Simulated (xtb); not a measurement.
CH6Cl2OSi2, SMILES C[Si](Cl)(Cl)[SiH2]O. All values are semi-empirical tight-binding results from xtb (GFN2-xTB unless named), good for trends rather than for accurate numbers. The structure is a stationary point at GFN2-xTB. The structure was generated by enumeration, and PubChem lists no compound with its InChIKey, so it may never have been made. The values are those of a single conformer.

Optimised geometry:

Bond lengths (Å): C1–Si2 1.909, C1–H7 1.086, C1–H8 1.088, C1–H9 1.086, Si2–Cl3 2.044, Si2–Cl4 2.056, Si2–Si5 2.321, Si5–O6 1.623, Si5–H10 1.468, Si5–H11 1.458, O6–H12 0.953. Bond angles (°): Si2–C1–H7 111.3, Si2–C1–H8 111.6, Si2–C1–H9 110.9, H7–C1–H8 107.6, H7–C1–H9 107.6, H8–C1–H9 107.6, C1–Si2–Cl3 106.4, C1–Si2–Cl4 105.4, C1–Si2–Si5 116.1, Cl3–Si2–Cl4 106.1, Cl3–Si2–Si5 110.8, Cl4–Si2–Si5 111.5, Si2–Si5–O6 110.2, Si2–Si5–H10 112.5, Si2–Si5–H11 112.7, O6–Si5–H10 109.9, O6–Si5–H11 100.5, H10–Si5–H11 110.5, Si5–O6–H12 123.7.

Computed properties:
| Property | Value |
|---|---|
| orbital gap | 4.56 eV |
| dipole moment | 1.76 D |
| zero-point energy | 43.9 kcal/mol |
| G − E(el) at 298.15 K (modified RRHO) | 20.6 kcal/mol |
| static polarisability (D4 model) | 100.2 bohr³ |
| solvation energy, GFN2-xTB/ALPB(water) | -6.3 kcal/mol |
| solvation energy, GFN2-xTB/ALPB(chcl3) | -7.2 kcal/mol |

Give the atomic charges and the Wiberg bond orders between heavy atoms. (The exact figures need the calculation; the answer reports its results.)

charges (e) C1 -0.20, Si2 0.48, Cl3 -0.28, Cl4 -0.28, Si5 0.45, O6 -0.47, H7 0.05, H8 0.06, H9 0.04, H10 -0.08, H11 -0.08, H12 0.31. Bond orders C1–Si2 0.92, Si2–Cl3 1.05, Si2–Cl4 1.05, Si2–Si5 0.75, Si5–O6 1.24.
